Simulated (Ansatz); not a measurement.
`CO[CH2][AlH][OH]` + `[NH2][Zr]([F])([F])[F]` → `CO[CH2][AlH][F]` + `[NH2][Zr]([OH])([F])[F]`  (redistribution)

Gas-phase electronic energies from Ansatz, PBE0-D4/def2-TZVP geometries. CCSD(T)/CBS is the MP2 limit (def2-TZVPP, def2-QZVPP) plus CCSD(T) − MP2 in def2-TZVPP, frozen cores. def2 core potentials past Kr. For Zr outer-core shells are correlated without core-valence functions, which leaves a few kJ/mol of doubt a bond. Each species was taken in one conformer, which may not be the lowest.

`CO[CH2][AlH][OH]`:

```xyz
12

C    -1.047    0.224    1.258
O    -1.096   -0.634    0.159
C    -0.571   -0.025   -1.014
Al    1.412    0.086   -0.991
O     2.261   -0.820    0.168
H    -1.439   -0.314    2.122
H    -1.652    1.127    1.095
H    -0.015    0.544    1.483
H    -1.062    0.945   -1.196
H    -0.876   -0.663   -1.853
H     2.281    0.914   -2.021
H     1.802   -1.384    0.790
```

`[NH2][Zr]([F])([F])[F]`:

Z-matrix (Å, degrees):
```
Zr
F 1 1.905
F 1 1.903 2 114.1
N 1 2.016 2 108.4 3 119.8
F 1 1.909 2 107.2 3 -121.9
H 4 1.012 1 125.3 2 -141.1
H 4 1.011 1 125.9 2 39.6
```

`CO[CH2][AlH][F]`:

Z-matrix (Å, degrees):
```
C
O 1 1.395
H 1 1.105 2 111.8
H 1 1.100 2 111.7 3 -120.9
H 1 1.090 2 108.0 3 119.1
C 2 1.420 1 111.7 3 58.2
Al 6 1.977 2 111.2 1 -74.2
H 6 1.097 2 106.5 1 167.7
H 6 1.101 2 110.9 1 53.4
F 7 1.654 6 118.0 2 175.3
H 7 1.579 6 124.7 2 -8.5
```

`[NH2][Zr]([OH])([F])[F]`:

```xyz
8

N     1.106   -0.372    0.958
Zr   -0.328    0.519   -0.159
O    -1.060   -0.841   -1.286
F    -1.636    1.308    0.999
F     0.444    1.969   -1.146
H     1.365   -1.348    0.911
H     1.681    0.086    1.652
H    -1.573   -1.321   -1.930
```

```json
{"species": "`CO[CH2][AlH][OH]`", "CCSD(T)/CBS(def2) energy (Eh)": "-472.70342"}
{"species": "`[NH2][Zr]([F])([F])[F]`", "CCSD(T)/CBS(def2) energy (Eh)": "-402.56154"}
{"species": "`CO[CH2][AlH][F]`", "CCSD(T)/CBS(def2) energy (Eh)": "-496.73858"}
{"species": "`[NH2][Zr]([OH])([F])[F]`", "CCSD(T)/CBS(def2) energy (Eh)": "-378.52886"}
```

Problem. Work out ΔE.

Solution. ΔE = (-496.73858) + (-378.52886) − (-472.70342) − (-402.56154) = -0.00248 Eh = -1.6 kcal/mol.

Largest T1 diagnostic among the species: 0.017.

From PBE to PBE0 (25 % exact exchange), in def2-TZVPP and without D4, ΔE moves by −0.7 kcal/mol.
